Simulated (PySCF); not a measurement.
## Mass spectrum arithmetic for `CC(=S)CCC(C)C`

Species: `CC(=S)CCC(C)C`.

Calculated from tabulated atomic weights, isotope masses and abundances; no fragmentation.

Molar mass and exact mass?

For C7H14S, with standard atomic weights, 7 × 12.011 + 1 × 32.060 + 14 × 1.008 = 130.249 g/mol. From the most abundant isotopes (12C, 32S, 1H), 7 × 12.000000 + 1 × 31.972071 + 14 × 1.007825 = 130.0816 u.

Work out the cluster of the molecular ion M+•, one line a nominal mass.

| nominal mass | m/z (centroid) | relative intensity |
| --- | --- | --- |
| 130 | 130.0811 | 100.0 |
| 131 | 131.0841 | 8.5 |
| 132 | 132.0775 | 4.8 |
| 133 | 133.0805 | 0.4 |

Cut off at 0.1 %. One electron mass, 0.00055 u, is taken off.

How many rings plus π bonds does the formula give with the usual valences, and does the nitrogen rule hold?

(2 × 7 + 2 + 0 − 14)/2 = 1; the structure has 0 rings and 1 π bond. The nominal mass 130 is even, with 0 nitrogens, as the rule says.

Which singly substituted isotopologues are there?

Intensity in % of the monoisotopic species:

```csv
isotope,mass shift (u),m/z,intensity (%)
33S,+0.99939,131.0805,0.80
13C,+1.00335,131.0844,7.57
2H,+1.00628,131.0873,0.16
34S,+1.99580,132.0769,4.52
36S,+3.99501,134.0761,0.02
```

Species under 0.02 % are left out.

Protons, neutrons, electrons, and exact less nominal mass of the monoisotopic species?

72 protons, 58 neutrons and 72 electrons; 130.0816 − 130 = +0.0816 u.
